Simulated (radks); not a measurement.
Problem. These are the eigenvalues of the occupied orbitals of an atom or ion with whole-number occupations (Ry). Calculated with a radial shooting solver on a logarithmic mesh with Libxc functionals: scalar-relativistic Kohn-Sham, TASK exchange with Perdew-Wang LDA correlation, spin-polarised, spherical densities, finite nucleus; meta-GGA in the generalised Kohn-Sham scheme; Fermi nuclear charge, rms radius of each element as measured or else 0.836 A^(1/3) + 0.57 fm.

1s down: -4958.981
1s up: -4958.979
2s up: -856.1478
2s down: -856.1368
2p up: -750.5817
2p down: -750.5734
3s up: -198.5106
3s down: -198.5098
3p up: -167.0019
3p down: -167.0008
3d up: -130.0815
3d down: -130.0761
4s up: -42.55433
4s down: -42.55075
4p up: -32.16022
4p down: -32.15748
4d up: -18.77027
4d down: -18.76583
5s up: -7.72655
5s down: -7.65414
5p up: -5.15608
5p down: -5.02625
4f up: -3.91183
4f down: -3.88916
5d up: -2.16063

Which element is it, and in what charge state? The configuration may be excited. Open shells, if any, are filled with parallel spins first.

Solution. Z = 73, tantalum, charge +3: Ta3+ in [Xe] 4f14 5d2. The list shows which subshells hold electrons but not how many an open one holds; the 1s level, -2479.5 hartree, gives Z - s = 70.4 by -(Z - s)^2/2, which with screening and relativity narrows Z to a few neighbours, and the depths of the outer levels then fix element, charge and occupations together.
